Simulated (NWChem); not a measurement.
The numbers come from NWChem runs, not from measurements. System: H3AlO3, charge 0, spin multiplicity 1, at a geometry optimised with B3LYP/def2-SVP. The structure started from a generated list of species. Level: G0W0@PBE0/def2-TZVPP, RI basis def2-tzvpp-rifit.

The NWChem input:

```
start mol
memory heap 200 mb stack 700 mb global 1700 mb
geometry units angstroms nocenter noautoz
  Al     0.000040    -0.000019     0.000000
  O      1.468403     0.853971     0.000000
  H      1.529509     1.813168     0.000000
  O     -1.473673     0.844704     0.000000
  H     -2.335005     0.418214     0.000000
  O      0.005246    -1.698633     0.000000
  H      0.805163    -2.231466     0.000000
  symmetry group Cs
end
basis spherical
  * library def2-tzvpp
end
basis "ri basis" bse spherical
  * library def2-tzvpp-rifit
end
dft
  xc pbe0
  iterations 100
  direct
  tolerances tight
end
task dft energy
gw
  method cdgw
  states alpha occ 4 vir 2
end
task dft gw
```

Output (cleaned and shortened):

```
             Northwest Computational Chemistry Package (NWChem) 7.3.0
             --------------------------------------------------------

                                NWChem Input Module
                                -------------------

 Scaling coordinates for geometry "geometry" by  1.889725989
 (inverse scale =  0.529177249)

 Turning off AUTOSYM since
 SYMMETRY directive was detected!

                             Geometry "geometry" -> ""
                             -------------------------

 Output coordinates in angstroms (scale by  1.889725989 to convert to a.u.)

  No.       Tag          Charge          X              Y              Z
 ---- ---------------- ---------- -------------- -------------- --------------
    1 Al                  13.0000     0.00004000    -0.00001900     0.00000000
    2 O                    8.0000     1.46840300     0.85397100     0.00000000
    3 H                    1.0000     1.52950900     1.81316800     0.00000000
    4 O                    8.0000    -1.47367300     0.84470400     0.00000000
    5 H                    1.0000    -2.33500500     0.41821400     0.00000000
    6 O                    8.0000     0.00524600    -1.69863300     0.00000000
    7 H                    1.0000     0.80516300    -2.23146600     0.00000000

 Effective nuclear repulsion energy (a.u.)     161.3732837067

            Nuclear Dipole moment (a.u.)
            ----------------------------
        X                 Y               Z
 ---------------- ---------------- ----------------
    -0.0000094486     0.0000094486     0.0000000000

      Symmetry information
      --------------------

 Group name             Cs
 Group number              2
 Group order               2
 No. of unique centers     7

      Symmetry unique atoms

     1    2    3    4    5    6    7


 Summary of "ao basis" -> "" (spherical)
 ------------------------------------------------------------------------------
       Tag                 Description            Shells   Functions and Types
 ---------------- ------------------------------  ------  ---------------------
[...]
          -0.014110198910         277.582753168181           0.000000000000
           0.000000000000           0.000000000000         555.183992719226

     Multipole analysis of the density
     ---------------------------------

     L   x y z        total         alpha         beta         nuclear
     -   - - -        -----         -----         ----         -------
     0   0 0 0     -0.000000    -20.000000    -20.000000     40.000000

     1   1 0 0     -0.000042     -0.000016     -0.000016     -0.000009
     1   0 1 0     -0.000206     -0.000108     -0.000108      0.000009
     1   0 0 1     -0.000000     -0.000000     -0.000000      0.000000

     2   2 0 0    -20.322068    -87.052315    -87.052315    153.782562
     2   1 1 0     -0.000717     -0.003915     -0.003915      0.007112
     2   1 0 1      0.000000      0.000000      0.000000      0.000000
     2   0 2 0    -20.319743    -87.057536    -87.057536    153.795329
     2   0 1 1     -0.000000     -0.000000     -0.000000      0.000000
     2   0 0 2    -20.293608    -10.146804    -10.146804      0.000000

 Task  times  cpu:       19.5s     wall:       19.5s

                                NWChem Input Module
                                -------------------

                                 NWChem GW Module
                                 ----------------

                             ***********************
                             ***        GW       ***
                             ***********************

 Summary of "ri basis" -> "ri basis" (spherical)
 ------------------------------------------------------------------------------
       Tag                 Description            Shells   Functions and Types
 ---------------- ------------------------------  ------  ---------------------
 Al                     def2-tzvpp-rifit            33      123   11s8p7d5f2g
 O                      def2-tzvpp-rifit            22       76   8s6p4d3f1g
 H                      def2-tzvpp-rifit            10       30   4s3p2d1f

                 Memory Information
                 ------------------
          Available GA per process is          1699.8 MBs
          Available stack per process is        700.0 MBs
          Available heap per process is           0.0 MBs

          Peak memory in Initialization
              Peak GA per process is                 14.9 MBs
              Peak stack per process is               0.4 MBs
              Peak heap per process is               15.4 MBs
              Memory not in MA per process            0.0 MBs

          Peak memory in CDGW Calculation
              Peak GA per process is                 18.0 MBs
              Peak stack per process is               3.0 MBs
              Peak heap per process is                3.5 MBs
              Memory not in MA per process            0.0 MBs

          Computing 2-center integrals
          Computing Inverse Cholesky factor
          Computing 3-center integrals
          Computing Vxc

          Computing Sigma_x
          Computing W(iw) on the imaginary grid
          Solving quasiparticle equations

                  Alpha Orbitals
          State     Energy (eV)     Error (eV)
          -----------------------------------
@GW        17        -12.213           0.002
@GW        18        -12.213           0.002
@GW        19        -11.495           0.002
@GW        20        -11.494           0.002
@GW        21          1.390           0.005
@GW        22          2.784           0.004

     GW Timing Statistics
   ------------------------
   Init.   :          0.1s
     ERIs  :          1.6s
     Distr.:          0.0s
     Vxc   :          2.4s
   Vmo     :          0.0s
   iW      :          3.4s
   I_n     :          0.0s
   R_n     :          0.5s
   GW total:          7.9s

 Task  times  cpu:        7.9s     wall:        7.9s

 Total times  cpu:       27.4s     wall:       27.4s
```
